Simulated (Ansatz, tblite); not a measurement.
Cost and result up the ladder for [NbO2F2]- (NbO₂F₂⁻) (5 atoms). Total charge -1; singlet. Geometry: PBE-D4/def2-SVPD.

```xyz
5

Nb   -0.017   -0.034    0.012
O    -0.433   -0.466    1.672
O    -0.503   -1.368   -1.037
F     1.916    0.264   -0.137
F    -0.963    1.604   -0.509
```

Ansatz on 4 threads of Arm Neoverse V1 on a shared host; xTB runs through tblite on one thread. Times are rough, summed over both states, and most runs start from the orbitals of an earlier one. PBE0-D4/def2-TZVPD serves as the yardstick here, not as an exact answer. The other state is a triplet.

In the def2 sets Nb takes a core potential; there is no spin–orbit coupling. The xTB rows come from tblite.

xTB has no spin-polarisation term.

```tsv
level	functions	wall time
GFN2-xTB	25	0.007 s
GFN1-xTB	25	0.008 s
PBE-D4/def2-TZVPD	200	6.7 s
PBE0-D4/def2-TZVPD (with forces)	200	17 s
```

Task: Estimate what each level gives for the vertical triplet (eV).

Result: 
| level | vertical triplet (eV) | difference from PBE0-D4/def2-TZVPD (eV) | remarks |
| --- | --- | --- | --- |
| GFN2-xTB | 3.94 | -0.66 | – |
| GFN1-xTB | 3.57 | -1.03 | – |
| PBE-D4/def2-TZVPD | 4.69 | 0.09 | HOMO above zero (triplet) |
| PBE0-D4/def2-TZVPD (with forces) | 4.60 | 0.00 | HOMO above zero (triplet) |
